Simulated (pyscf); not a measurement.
`[NH2][SiH2][NH][SiH2][NH][GeH3]`, singlet

Gas-phase minimum from PySCF at ωB97X-D3(BJ)/def2-SVP, one conformer. 

```xyz
17

N     -0.4877    -0.6606    -1.4299
Si    -0.1414     0.8999    -2.1062
N      0.2876     1.9292    -0.7815
Si    -0.4830     1.8300     0.7815
N     -0.0140     0.5170     1.8094
Ge    -0.8303    -1.1206     1.9291
H     -1.1837    -1.2603    -1.8601
H      0.2517    -1.2092    -1.0021
H      0.9849     0.9662    -3.0907
H     -1.3980     1.2765    -2.8217
H      1.0251     2.6140    -0.9113
H     -1.9498     1.6825     0.5710
H     -0.1444     3.1092     1.4748
H      0.8520     0.6126     2.3318
H     -0.0570    -2.2184     1.1669
H     -2.2491    -0.9862     1.3697
H     -0.8718    -1.5334     3.4143
```
Charge 0, spin multiplicity 1.

Bonded distances (Å): N1–Si2 1.736, N1–H7 1.015, N1–H8 1.015, Si2–N3 1.732, Si2–H9 1.497, Si2–H10 1.494, N3–Si4 1.745, N3–H11 1.015, Si4–N5 1.732, Si4–H12 1.489, Si4–H13 1.494, N5–Ge6 1.834, N5–H14 1.016, Ge6–H15 1.544 (the first ones only). Angles (°): Si2–N1–H7 120.2, Si2–N1–H8 120.3, H7–N1–H8 111.0, N1–Si2–N3 106.6, N1–Si2–H9 116.5, N1–Si2–H10 104.2, N3–Si2–H9 106.9, N3–Si2–H10 115.1, H9–Si2–H10 107.9, Si2–N3–Si4 122.8, Si2–N3–H11 118.9, Si4–N3–H11 118.3, N3–Si4–N5 117.1, N3–Si4–H12 108.3 (the first ones only).

Properties at ωB97X-D3(BJ)/def2-SVP:

```json
{
 "harmonic_wavenumbers_unscaled": "54, 63, 87, 137, 185, 195, 242, 264, 287, 372, 418, 451, 525, 583, 612, 663, 672, 714, 789, 829, 852, 871, 885, 892, 919, 923, 935, 946, 964, 996, 1010, 1176, 1199, 1552, 2143, 2169, 2213, 2220, 2238, 2243, 2267, 3616, 3643, 3662, 3713 cm⁻¹",
 "zero_point_energy": "74.9 kcal/mol",
 "rotational_symmetry_number": "1",
 "Entropy of this conformer at 298 K and 1 atm, rigid rotor and harmonic oscillator, modes under 100 cm⁻¹ raised to 100": "423.5 J/(mol K)",
 "dipole_moment": "1.68 D"
}
```

Single-point totals, which compare only within one level:

```json
[
 {"level": "ωB97X-D3(BJ)/def2-TZVP", "total energy (hartree)": "-2827.15304"},
 {"level": "PBE/def2-TZVP", "total energy (hartree)": "-2826.22980"},
 {"level": "r²SCAN/def2-TZVP", "total energy (hartree)": "-2826.91490"},
 {"level": "B3LYP-D3(BJ)/def2-TZVP", "total energy (hartree)": "-2827.19729"},
 {"level": "PBE0-D3(BJ)/def2-TZVP", "total energy (hartree)": "-2826.37927"},
 {"level": "M06-2X/def2-TZVP", "total energy (hartree)": "-2826.96292"},
 {"level": "ωB97M-D3(BJ)/def2-TZVP", "total energy (hartree)": "-2827.22494"}
]
```

Soft torsions are taken as harmonic, which can shift the entropy by several J/(mol K). Elements up to Kr have no core potential and no relativistic terms here.
